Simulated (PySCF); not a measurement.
A structure optimised at PBE0-D3(BJ)/def2-SVP, used in a PySCF frequency run:

```
N
C 1 1.3685
C 1 1.3685 2 109.10
C 2 1.3793 1 108.39 3 -0.40
C 3 1.3793 1 108.39 2 0.40
H 5 1.0883 3 125.86 1 179.06
H 4 1.0883 2 125.86 1 -179.06
H 3 1.0884 1 120.77 2 -179.80
H 2 1.0884 1 120.77 3 179.80
C 1 1.4387 2 125.36 9 4.45
H 10 1.0987 1 109.86 2 -152.06
H 10 1.0987 11 108.05 1 -119.85
H 10 1.1027 11 108.52 12 -117.48
```
Charge 0, spin multiplicity 1.

Problem. Write its SMILES, formula and point group.

Solution. Cn1cccc1, C5H7N, Cs

Problem. What are its rotational constants (standard atomic weights)?

Solution. 8.7203, 3.5753, 2.5783 GHz
